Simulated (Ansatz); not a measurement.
One geometry of Cu2F2, several levels of theory.

```yaml
crystal:
  periodic: [false, false, false]
  atoms:
    - {symbol: Cu, position_ang: [0.431517, 0.440432, 0.067406]}
    - {symbol: Cu, position_ang: [-1.264211, -1.186394, -0.165025]}
    - {symbol: F, position_ang: [0.226691, 2.085380, 0.614513]}
    - {symbol: F, position_ang: [0.606003, -1.339418, -0.516903]}
basis:
  gaussian: {orbitals: 6-31G}
hamiltonian: {xc: {name: B3LYP}, dispersion: d4}
scf: {omitted_lower_state_checks: [starts]}
output: {orbitals: {seedname: orbitals}}
```

The file start.molden holds the orbitals of an earlier run on this structure, at another level or in another basis.

```sh
$ ansatz run in.yaml --threads 4 --pin off --events-out ev --progress --plain --max-ram 3916MiB
```

Shortened log:

```
Functional definition: B3LYP
726 factors; integrals over basis functions are off by at most 4.7e-4 eV
mean field evaluation 1: about -94693.7224 eV, gradient 7.4e1 eV
mean field evaluation 2: about -94414.0506 eV, gradient 4.4e2 eV
mean field evaluation 4: about -94696.6832 eV, gradient 5.9e1 eV
mean field evaluation 8: about -94701.2442 eV, gradient 2.2e0 eV
mean field evaluation 16: about -94701.3421 eV, gradient 1.7e-3 eV
mean field -94701.34214857 eV, -3480.2101330847 hartree, gradient 6.6e-6 eV, S^2 0.000000; 0 other end points of the search recorded, 0 dependent functions left out
reference -94701.34237923 eV, -3480.2101415612 hartree; 38, 38 occupied and 38, 38 virtual orbitals, 726 factors
Total energy: -94701.47286320 eV, -3480.2149367589 hartree
Checks for a lower state left out: starts
```

Hardware: 4 threads of Arm Neoverse V2 on a shared host. Wall time 1.1 s.

As the first input, with `gaussian: {orbitals: def2-TZVPD, initial_orbitals: start.molden}`, `hamiltonian: {xc: pbe0, dispersion: d4}` (abridged; 2.5 s):

```
Functional definition: PBE0
mean field -94700.97907661 eV, -3480.1967904362 hartree, gradient 3.1e-5 eV, S^2 0.000000
Total energy: -94701.04558122 eV, -3480.1992344356 hartree
Checks for a lower state left out: starts
```

The first input with `gaussian: {orbitals: def2-TZVP, initial_orbitals: start.molden}`, `hamiltonian: {xc: pbe0, dispersion: d4}` (abridged; 1.9 s):

```
Functional definition: PBE0
mean field -94700.81970568 eV, -3480.1909336628 hartree, gradient 2.6e-5 eV, S^2 0.000000
Total energy: -94700.88620417 eV, -3480.1933774372 hartree
Checks for a lower state left out: starts
```

As the first input, with `gaussian: {orbitals: def2-TZVPD, initial_orbitals: start.molden}`, `hamiltonian: {xc: pbe, dispersion: d4}` (abridged; 1.6 s):

```
Functional definition: PBE
mean field -94701.55467016 eV, -3480.2179431092 hartree, gradient 2.0e-5 eV, S^2 0.000000
Total energy: -94701.63356884 eV, -3480.2208425821 hartree
Checks for a lower state left out: starts
```

First input, but with `gaussian: {orbitals: def2-TZVP, initial_orbitals: start.molden}`, `hamiltonian: {xc: {name: revPBE}, dispersion: d4}` (abridged; 1.1 s):

```
Functional definition: revPBE
mean field -94712.29900865 eV, -3480.6127902658 hartree, gradient 2.1e-5 eV, S^2 0.000000
Total energy: -94712.50173158 eV, -3480.6202401960 hartree
Checks for a lower state left out: starts
```

The first input with `gaussian: {orbitals: def2-SVP, initial_orbitals: start.molden}`, `hamiltonian: {xc: pbe, dispersion: d4}` (abridged; 0.85 s):

```
Functional definition: PBE
mean field -94680.73907837 eV, -3479.4529842202 hartree, gradient 1.1e-5 eV, S^2 0.000000
Total energy: -94680.81798726 eV, -3479.4558840683 hartree
Checks for a lower state left out: starts
```

As the first input, with `gaussian: {orbitals: def2-TZVP, initial_orbitals: start.molden}`, `hamiltonian: {xc: {name: LC-wPBE, parameters: {omega: 0.2/bohr}}}` (abridged; 1.6 s):

```
Functional definition: LC-wPBE
mean field -94703.40960457 eV, -3480.2861106913 hartree, gradient 3.1e-5 eV, S^2 0.000000
Total energy: -94703.40960460 eV, -3480.2861106924 hartree
Checks for a lower state left out: starts
```

Geometry: PBE-D4/def2-SVP.

The 6-31G sets use Cartesian d functions. B3LYP takes the VWN-RPA correlation. Another isomer (singlet) lies 0.08 eV lower at PBE0-D4/def2-TZVP.
